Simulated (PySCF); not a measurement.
SnI: everyday levels beside a composite calculation

PySCF; the state is a doublet (π ↑). The composite is CCSD(T) extrapolated to the basis-set limit from two correlation-consistent sets, with core-valence (CV) and scalar-relativistic (SR) terms as its label shows; it has no spin–orbit coupling and nothing beyond (T). Here it is CCSD(T)/CBS(DT). It gives Re = 2.718 Å, ωe = 198 cm⁻¹ and De = 2.95 eV to Sn + I.

| level | basis | relativity | Re (Å) | ωe (cm⁻¹) | De (eV) |
| --- | --- | --- | --- | --- | --- |
| UHF-SCS-MP2 | def2-TZVPPD | scalar-relativistic core potentials | 2.715 | 196 | 2.91 |
| revPBE | x2c-TZVPPall | spin-free X2C | 2.757 | 186 | 3.05 |
| PW91 | x2c-TZVPPall | spin-free X2C | 2.738 | 190 | 3.28 |
| BP86 | def2-TZVPPD | scalar-relativistic core potentials | 2.741 | 187 | 3.20 |
| r²SCAN | def2-TZVPPD | scalar-relativistic core potentials | 2.718 | 195 | 3.15 |
| M06-L | def2-TZVPPD | scalar-relativistic core potentials | 2.747 | 186 | 3.26 |
| r²SCAN0 | def2-SVP | scalar-relativistic core potentials | 2.726 | 200 | 2.96 |
| HSE06 | x2c-TZVPPall | spin-free X2C | 2.723 | 196 | 3.15 |
| LC-ωPBE | def2-TZVPPD | scalar-relativistic core potentials | 2.688 | 204 | 2.82 |
| B2PLYP | x2c-TZVPPall | spin-free X2C | 2.729 | 194 | 3.02 |

Give the difference of each row from the composite.



```json
{"level": "UHF-SCS-MP2", "basis": "def2-TZVPPD", "ΔRe (pm)": "-0.3", "Δωe (%)": "-1.0", "ΔDe (eV)": "-0.04"}
{"level": "revPBE", "basis": "x2c-TZVPPall", "ΔRe (pm)": "+3.9", "Δωe (%)": "-6.1", "ΔDe (eV)": "+0.10"}
{"level": "PW91", "basis": "x2c-TZVPPall", "ΔRe (pm)": "+2.0", "Δωe (%)": "-4.0", "ΔDe (eV)": "+0.33"}
{"level": "BP86", "basis": "def2-TZVPPD", "ΔRe (pm)": "+2.3", "Δωe (%)": "-5.6", "ΔDe (eV)": "+0.25"}
{"level": "r²SCAN", "basis": "def2-TZVPPD", "ΔRe (pm)": "+0.0", "Δωe (%)": "-1.5", "ΔDe (eV)": "+0.20"}
{"level": "M06-L", "basis": "def2-TZVPPD", "ΔRe (pm)": "+2.9", "Δωe (%)": "-6.1", "ΔDe (eV)": "+0.31"}
{"level": "r²SCAN0", "basis": "def2-SVP", "ΔRe (pm)": "+0.8", "Δωe (%)": "+1.0", "ΔDe (eV)": "+0.01"}
{"level": "HSE06", "basis": "x2c-TZVPPall", "ΔRe (pm)": "+0.5", "Δωe (%)": "-1.0", "ΔDe (eV)": "+0.20"}
{"level": "LC-ωPBE", "basis": "def2-TZVPPD", "ΔRe (pm)": "-3.0", "Δωe (%)": "+3.0", "ΔDe (eV)": "-0.13"}
{"level": "B2PLYP", "basis": "x2c-TZVPPall", "ΔRe (pm)": "+1.1", "Δωe (%)": "-2.0", "ΔDe (eV)": "+0.07"}
```

Which rows come closest in De?

r²SCAN0 in def2-SVP (+0.01 eV), counted from the composite.

Correlated steps freeze the inner cores (8 to 36 orbitals); shallow outer-core shells are correlated. Spin–orbit coupling is left out, which matters for elements this heavy, above all for dissociation energies. B2PLYP dipoles, levels and charges come from its SCF part alone. The state was picked by a PBE0 search and need not be the measured ground state.
